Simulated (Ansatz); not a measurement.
The cluster Si5F3. Charge 0, multiplicity 2. Geometry B3LYP-D4/def2-SVP, basis def2-TZVP, Ansatz.

```xyz
8

Si    1.4172   -1.1010    1.0690
Si   -1.7051   -0.9771   -1.9716
Si   -1.7176    0.3263    0.2098
Si    0.3490   -0.3503   -0.8802
Si    0.1442    0.7565    1.4435
F    -1.9983    0.2005   -3.0772
F     3.0538   -1.0682    1.1046
F     0.4568    2.2132    2.1021
```

```tsv
run	HOMO (eV)	LUMO (eV)
A	-5.50	-4.76
B	-5.78	-4.55
C	-6.39	-4.06
D	-5.64	-4.65
E	-6.58	-3.87
```

Another isomer (doublet) lies 0.98 eV lower at PBE0-D4/def2-TZVP; other spin states weren't run for this one.

HOMO and LUMO are taken over both spins.

Problem. The runs used B97M-V, PBE, PBE0, r2SCAN, r2SCAN0. Estimate which is which.

Solution. A PBE (0 % exact exchange); B r2SCAN (0 % exact exchange); C PBE0 (25 % exact exchange); D B97M-V (0 % exact exchange); E r2SCAN0 (25 % exact exchange). Exact exchange lowers occupied and raises empty levels; among semilocal functionals meta-GGAs tend to open the gap a little, and such runs are hard to tell apart. The gap grows from 0.75 eV (PBE) to 2.70 eV (r2SCAN0).
